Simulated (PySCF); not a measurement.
**Splitting trees**

Bonds: B1-C2 1.556 Å, B1-C6 1.558 Å, B1-C10 1.613 Å, C10-F11 1.342 Å, C10-F12 1.348 Å, C10-F13 1.347 Å. C2 carries H3, H4, H5; C6 carries H7, H8, H9.

Level of theory: shielding tensors at B3LYP/pcSseg-1 (GIAO), structure optimised with PBE0-D3(BJ)/def2-SVP, J: B3LYP/pcJ-1 (spin–dipole term only in couplings to heteroatoms), in PySCF 2.14.0 with density-fitted response routines (one computed conformer, in vacuum, rapidly exchanging positions averaged, no relativistic terms).

Scale: 1H vs TMS; 19F against CFCl3 (reference shieldings calculated alike).

Spectrometer: 600 MHz for 1H. First-order analysis; couplings under 1 Hz (under 4 Hz in carbon signals) are ignored, and nearly equal couplings are merged; the smaller ones broaden or split the lines further.

**Question.** What pattern does H3/H4/H5/H7/H8/H9 show (1H)?

**Answer.** A quartet at δ 1.11: 1.1 Hz to F11/F12/F13 (3 × 19F, 4 bonds away). Lines in Hz from the centre (relative intensity): +1.6 (1), +0.6 (3), -0.6 (3), -1.6 (1). The outer lines are 3.3 Hz apart, the sum of the couplings kept, or 0.005 ppm at this field.

**Question.** What pattern does F11/F12/F13 show (19F)?

**Answer.** A septet at δ -90.6: 1.1 Hz to H3/H4/H5/H7/H8/H9 (6 × 1H, 4 bonds away). Lines in Hz from the centre (relative intensity): +3.3 (1), +2.2 (6), +1.1 (15), +0.0 (20), -1.1 (15), -2.2 (6), -3.3 (1). The outer lines are 6.6 Hz apart, the sum of the couplings kept, or 0.012 ppm at this field.
